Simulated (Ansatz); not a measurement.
Ansatz (a program for electronic structure) input (CCSD(T)/aug-cc-pVDZ):

Ansatz 0.2 input:
```yaml
crystal:
  periodic: [false, false, false]
  atoms:
    - {symbol: C, position_ang: [1.91623172, 0.40905177, 0.97483791]}
    - {symbol: C, position_ang: [1.16642263, 0.31831302, -0.30121380]}
    - {symbol: C, position_ang: [-0.34206676, -0.07248496, -0.18092180]}
    - {symbol: C, position_ang: [-1.08706441, 0.97042996, 0.65764564]}
    - {symbol: C, position_ang: [-0.47430030, -1.45264794, 0.46988755]}
    - {symbol: C, position_ang: [-0.93604635, -0.11335931, -1.59192697]}
    - {symbol: H, position_ang: [1.94096619, 1.32651635, 1.54622793]}
    - {symbol: H, position_ang: [2.39262861, -0.45951060, 1.40783329]}
    - {symbol: H, position_ang: [1.63871027, -0.42160061, -0.95595939]}
    - {symbol: H, position_ang: [1.20850944, 1.27955993, -0.82414083]}
    - {symbol: H, position_ang: [-2.15053944, 0.72842224, 0.71784762]}
    - {symbol: H, position_ang: [-0.99481307, 1.96631485, 0.21737117]}
    - {symbol: H, position_ang: [-0.69419915, 1.01326426, 1.67474372]}
    - {symbol: H, position_ang: [0.06155616, -2.21092871, -0.10631272]}
    - {symbol: H, position_ang: [-0.07089550, -1.45149056, 1.48375619]}
    - {symbol: H, position_ang: [-1.52283983, -1.75371574, 0.52551312]}
    - {symbol: H, position_ang: [-0.85301684, 0.85944625, -2.08212674]}
    - {symbol: H, position_ang: [-0.42104775, -0.84870662, -2.21448712]}
    - {symbol: H, position_ang: [-1.99407821, -0.38338631, -1.56011742]}
basis:
  gaussian:
    orbitals: aug-cc-pVDZ
magnetization: {spin_polarized: true, initial_magnetization: 1}
correlation: {method: ccsd_t, electrons: outside_noble_gas}
output: {forces: true}
```

Output:

```
Functional definition: HF
integrals: 3.42 GiB planned
2519 factors; integrals over basis functions are off by at most 8.5e-4 eV
1.29 GiB of device memory are held for the factors and their scratch space
mean field: 2.00 GiB planned
mean field evaluation 1: about -6381.1060 eV, gradient 3.4e1 eV
mean field evaluation 2: about -6381.1117 eV, gradient 3.4e1 eV
mean field evaluation 4: about -6388.0025 eV, gradient 4.2e0 eV
mean field evaluation 8: about -6388.1536 eV, gradient 1.8e-1 eV
mean field evaluation 16: about -6388.1304 eV, gradient 1.2e0 eV
mean field -6388.15425827 eV, -234.7603389449 hartree, gradient 1.7e-6 eV, S^2 0.763416; 0 other end points of the search recorded, 0 dependent functions left out
6 core orbitals not correlated
reference -6388.15425827 eV, -234.7603389449 hartree; 19, 18 occupied and 230, 231 virtual orbitals, 2519 factors
densities: 33.07 GiB planned
second order -24.04099504 eV of doubles, -0.00000000 eV of singles
coupled cluster: 23.36 GiB planned
cycle   1  -25.53380046 eV  change    -1.5e0 eV  update   1.0e-1
cycle   2  -26.20482847 eV  change   -6.7e-1 eV  update   3.0e-2
cycle   3  -26.32128869 eV  change   -1.2e-1 eV  update   1.3e-2
cycle   4  -26.32297402 eV  change   -1.7e-3 eV  update   4.5e-3
cycle   5  -26.32306448 eV  change   -9.0e-5 eV  update   2.1e-3
cycle   6  -26.32313667 eV  change   -7.2e-5 eV  update   8.3e-4
cycle   7  -26.32311025 eV  change    2.6e-5 eV  update   3.0e-4
cycle   8  -26.32315454 eV  change   -4.4e-5 eV  update   1.2e-4
cycle   9  -26.32312884 eV  change    2.6e-5 eV  update   4.5e-5
cycle  10  -26.32310118 eV  change    2.8e-5 eV  update   1.9e-5
cycle  11  -26.32311168 eV  change   -1.0e-5 eV  update   7.4e-6
cycle  12  -26.32311480 eV  change   -3.1e-6 eV  update   2.8e-6
perturbative correction -0.88787261 eV, -0.0326287168 hartree
the calculation of the forces begins
1.29 GiB of device memory are held for the factors and their scratch space
Total energy: -6415.36524569 eV, -235.7603242883 hartree
Atom 0 at     1.916232     0.409052     0.974838 Å, force     0.091044     0.011020     0.154915 eV/Å
Atom 1 at     1.166423     0.318313    -0.301214 Å, force    -0.357216    -0.076256    -0.181698 eV/Å
Atom 2 at    -0.342067    -0.072485    -0.180922 Å, force     0.138329     0.033328     0.021344 eV/Å
Atom 3 at    -1.087064     0.970430     0.657646 Å, force     0.080296    -0.091682    -0.076005 eV/Å
Atom 4 at    -0.474300    -1.452648     0.469888 Å, force     0.024575     0.128658    -0.058932 eV/Å
Atom 5 at    -0.936046    -0.113359    -1.591927 Å, force     0.061837     0.005735     0.127800 eV/Å
Atom 6 at     1.940966     1.326516     1.546228 Å, force     0.010642     0.447529     0.282765 eV/Å
Atom 7 at     2.392629    -0.459511     1.407833 Å, force     0.231277    -0.424934     0.215160 eV/Å
Atom 8 at     1.638710    -0.421601    -0.955959 Å, force     0.206769    -0.333558    -0.293286 eV/Å
Atom 9 at     1.208509     1.279560    -0.824141 Å, force     0.013634     0.430162    -0.234107 eV/Å
Atom 10 at    -2.150539     0.728422     0.717848 Å, force    -0.487736    -0.122600     0.023244 eV/Å
Atom 11 at    -0.994813     1.966315     0.217371 Å, force     0.053317     0.450997    -0.214103 eV/Å
Atom 12 at    -0.694199     1.013264     1.674744 Å, force     0.184513     0.007829     0.474070 eV/Å
Atom 13 at     0.061556    -2.210929    -0.106313 Å, force     0.252290    -0.335809    -0.275071 eV/Å
Atom 14 at    -0.070896    -1.451491     1.483756 Å, force     0.183522     0.011750     0.474374 eV/Å
Atom 15 at    -1.522840    -1.753716     0.525513 Å, force    -0.486534    -0.127353     0.022875 eV/Å
Atom 16 at    -0.853017     0.859446    -2.082127 Å, force     0.042961     0.450852    -0.214655 eV/Å
Atom 17 at    -0.421048    -0.848707    -2.214487 Å, force     0.243083    -0.340498    -0.275974 eV/Å
Atom 18 at    -1.994078    -0.383386    -1.560117 Å, force    -0.486602    -0.125169     0.027284 eV/Å
Dipole moment:    -0.045870    -0.009979    -0.020914 e Å
```

It need not be the lowest isomer of its formula.
